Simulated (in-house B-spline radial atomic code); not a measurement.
A fraction x of an electron is moved 4s → 4f in Zr⁴⁺, starting from [Ar] 3d10 4s2 4p6 and keeping the highest spin. Method: scalar-relativistic (X2C) r2SCAN, spin-polarised, spherical fractional occupations, Fermi nucleus of rms radius 4.2694 fm. Calculated with a B-spline radial code for spherical atoms.

```
    x  E(x) - E(0) (eV)  4s down level (eV)  4f up level (eV)
    0            0.0000             -97.006                 -
0.125           10.1341             -97.960           -16.974
 0.25           20.2703             -98.860           -17.636
0.375           30.4437             -99.711           -18.152
  0.5           40.6610            -100.516           -18.598
0.625                 ?                   ?                 ?
 0.75                 ?                   ?                 ?
0.875           71.5768            -102.668           -19.728
    1           81.9631                   -           -20.063
```

**Question.** What belongs in the row x = 0.625?

**Answer.** An energy change of 50.9232 eV; 4s down at -101.277 eV, 4f up at -19.001 eV.

**Question.** What belongs in the row x = 0.75?

**Answer.** An energy change of 61.2292 eV; 4s down at -101.994 eV, 4f up at -19.376 eV.

**Question.** Check Janak's theorem between x = 0.125 and 0.25.

**Answer.** The slope of the energy is 81.09 eV; the orbital levels give 81.10 eV (ε of the receiving orbital less ε of the emptying one, averaged over the two points).
